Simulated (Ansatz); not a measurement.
def2 core potentials replace the inner electrons of Sb.

Z-matrix (Å, degrees):
```
Sb
O 1 1.9424
H 2 0.9761 1 117.88
O 1 1.9558 2 97.54 3 33.63
H 4 0.9743 1 119.49 2 -165.52
C 1 2.2396 2 96.56 3 141.31
H 6 1.0964 1 108.00 2 144.51
H 6 1.0988 7 114.41 1 113.19
H 6 1.0994 7 114.35 8 134.33
```
Charge +1, spin multiplicity 2.

Method: frozen-core CCSD(T)/def2-TZVPP // B3LYP-D3(BJ)/def2-SVP (Ansatz, an electronic-structure program).

```yaml
HF energy: -429.58365 Ha
MP2 correlation energy: -0.98459 Ha
```

Task: Estimate the CCSD correlation energy, the (T) correction, the total energy and the T1 diagnostic.

Result: 
```json
{
 "CCSD correlation energy": "-0.99460 Ha",
 "(T) correction": "-0.03743 Ha",
 "CCSD(T) total energy": "-430.61568 Ha",
 "T1 diagnostic": "0.022"
}
```
